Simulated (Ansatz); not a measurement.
Input file for Ansatz (an electronic-structure program): R-MP2/def2-TZVPPD on O2Zr (SMILES [O]=[Zr]=[O]), atoms moved off the minimum. Elements past Kr take the def2 small-core potentials; no spin–orbit coupling. Files ending in .json are basis or fitting sets from the Basis Set Exchange.

Ansatz 0.2 input:
```yaml
crystal:
  periodic: [false, false, false]
  atoms:
    - {symbol: Zr, position_ang: [0.22254528, -0.18101130, 0.12005792]}
    - {symbol: O, position_ang: [0.62693757, 0.54604648, -1.34593884]}
    - {symbol: O, position_ang: [-1.55436013, 0.24895451, 0.44551919]}
basis:
  gaussian:
    orbitals: def2-TZVPPD.json
magnetization: {spin_polarized: false}
correlation: {method: mp2, electrons: outside_noble_gas}
scf: {lower_state_search: off}
output: {forces: true}
```

Output:

```
Functional definition: HF
[...]
these checks for a lower state are left out or cut short: starts, cluster_reference, orbital_swaps, neighbouring_geometries, increment
integrals: 0.11 GiB planned
876 factors; integrals over basis functions are off by at most 1.0e-3 eV
mean field: 0.26 GiB planned
mean field evaluation 1: about -5327.4454 eV, gradient 8.5e1 eV
mean field evaluation 2: about -5327.4546 eV, gradient 8.5e1 eV
mean field evaluation 4: about -5340.9683 eV, gradient 2.3e1 eV
mean field evaluation 8: about -5342.2124 eV, gradient 7.1e-1 eV
mean field evaluation 16: about -5342.2183 eV, gradient 2.3e-6 eV
mean field -5342.21832475 eV, -196.3229023490 hartree, gradient 4.5e-6 eV, S^2 0.000000; 0 other end points of the search recorded, 0 dependent functions left out
6 core orbitals not correlated
reference -5342.21832475 eV, -196.3229023490 hartree; 8, 8 occupied and 122, 122 virtual orbitals, 876 factors
densities: 0.30 GiB planned
second order -17.49668874 eV of doubles, -0.00000000 eV of singles
the calculation of the forces begins
Total energy: -5359.71501349 eV, -196.9658938004 hartree
Atom 0 at     0.222545    -0.181011     0.120058 Å, force    -2.415706    -1.985954     4.779833 eV/Å
Atom 1 at     0.626938     0.546046    -1.345939 Å, force     1.175228     2.254013    -4.498452 eV/Å
Atom 2 at    -1.554360     0.248955     0.445519 Å, force     1.240478    -0.268059    -0.281381 eV/Å
Dipole moment:     1.135113    -0.851259     0.765010 e Å
Checks for a lower state left out: starts, cluster_reference, orbital_swaps, neighbouring_geometries, increment
```

The calculation finished and met its thresholds.

Cost: about 5 core-seconds (a rough figure).
